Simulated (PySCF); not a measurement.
ZrI₃, SMILES [I][Zr]([I])[I] (connectivity only; charge and spin as stated), neutral, multiplicity 2.

Coordinates come from a B3LYP-D3(BJ)/def2-SVP optimisation. The spin state was assumed, not searched. The isomer is the one that the SMILES or the coordinates give; other isomers of the formula were not compared. The def2 effective core potentials stand for the cores of I, Zr; spin–orbit coupling is left out.

These are PBE/def2-TZVP (PySCF) values and carry that method's errors.

**Question.** Estimate the frontier levels, dipole moment and polarisability. (The exact figures need the calculation; the answer reports its results.)

**Answer.** 
| Quantity | Result |
|---|---|
| α spin, highest occupied and lowest empty level | -4.87 and -3.77 eV |
| β spin, highest occupied and lowest empty level | -6.87 and -3.37 eV |
| dipole moment | 0.00 D |
| quadrupole, principal values (traceless, Buckingham form, about the centre of nuclear charge) | -0.30, -0.30, 0.60 D·Å |
| mean static polarisability | 159.7 bohr³ (23.67 Å³) |
| polarisability, principal values | 113.6, 182.8, 182.8 bohr³ |
| ⟨S²⟩ | 0.757 (pure state 0.75) |
